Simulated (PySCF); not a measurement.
## Worked example: chemical shift, span and skew from a shielding tensor

CH10N2Si3, SMILES N[Si@H]1[SiH2][Si@H](N1)C. Atoms are numbered in the order given.

```xyz
16

C      2.6366    -0.5370     0.9539
Si     1.2555    -0.7549    -0.3014
N     -0.2986    -1.1510     0.4297
Si    -1.5104     0.0328    -0.0118
N     -2.3174     0.6940     1.3641
Si     0.2167     1.1616    -1.1754
H      2.8322    -1.4782     1.4929
H      3.5695    -0.2360     0.4515
H      2.3750     0.2352     1.6930
H      1.6990    -1.7742    -1.3095
H     -0.4891    -1.9753     0.9940
H     -2.6339    -0.4829    -0.8585
H     -1.8188     1.2438     2.0541
H     -3.2881     0.9757     1.2937
H      0.1140     1.2950    -2.6615
H      0.6684     2.4646    -0.5903
```

Geometry optimised at PBE0-D3(BJ)/def2-SVP. The structure was generated by enumeration; whether it is a known compound was not checked. One conformer was computed; it need not be the lowest.

GIAO shieldings from PBE0/pcSseg-1 in PySCF, non-relativistic, no solvent. The symmetric part of the tensor of Si4 has the principal values 329.9, 370.9, 412.5 ppm. The same nucleus in TMS has σ = 352.7 ppm at this level (PySCF, at its B3LYP-D3(BJ)/def2-TZVP geometry).

Problem. Work out the isotropic shielding, the ²⁹Si shift against TMS, the span and the skew.

Solution. 
σ(iso) = (σ11 + σ22 + σ33)/3 = 371.1 ppm. δ = σ(ref) − σ(iso) = 352.7 − (371.1) = -18.4 ppm.
Span Ω = σ33 − σ11 = 82.6 ppm. Skew κ = 3(σ(iso) − σ22)/Ω = 0.01. Tumbling in solution averages the tensor to δ; in a static solid the shielding alone would spread this spin-1/2 line over Ω.
